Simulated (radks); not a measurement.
Values are calculated unless marked as measured or tabulated.
Polarisability of the iodine ion I7+, [Kr] 4d10, at imaginary frequency. Level of theory: scalar-relativistic Kohn-Sham, LB94 model potential, spin-unpolarised, spherical densities, finite nucleus; Fermi nuclear charge, rms radius 4.75 fm (a radial shooting solver on a logarithmic mesh with Libxc functionals). Response by self-consistent Sternheimer equations with the Hartree and adiabatic LDA kernel, the relativistic mass of each level held fixed and spin-orbit coupling left out.

w (hartree),alpha1(iw) (bohr^3),alpha2(iw) (bohr^5)
0.00266,1.082,1.324
0.0143,1.082,1.324
0.0360,1.082,1.324
0.0697,1.082,1.323
0.118,1.081,1.321
0.186,1.079,1.317
0.280,1.074,1.309
0.413,1.064,1.292
0.605,1.045,1.258
0.892,1.005,1.195
1.35,0.9230,1.084
2.12,0.7668,0.9091
3.59,0.5143,0.6584
6.94,0.2323,0.3434
17.5,0.05813,0.08482

Static values: alpha1 = 1.082 bohr^3 (0.1604 angstrom^3; uncoupled 1.597), alpha2 = 1.324 bohr^5, alpha3 = 2.523 bohr^7. C6 = 3.040, C8 = 18.85, triple-dipole C9 = 2.394 atomic units. One-pole (London) frequency 4 C6 / (3 alpha1^2) = 3.459 hartree, against 5.562 for minus the highest occupied eigenvalue.
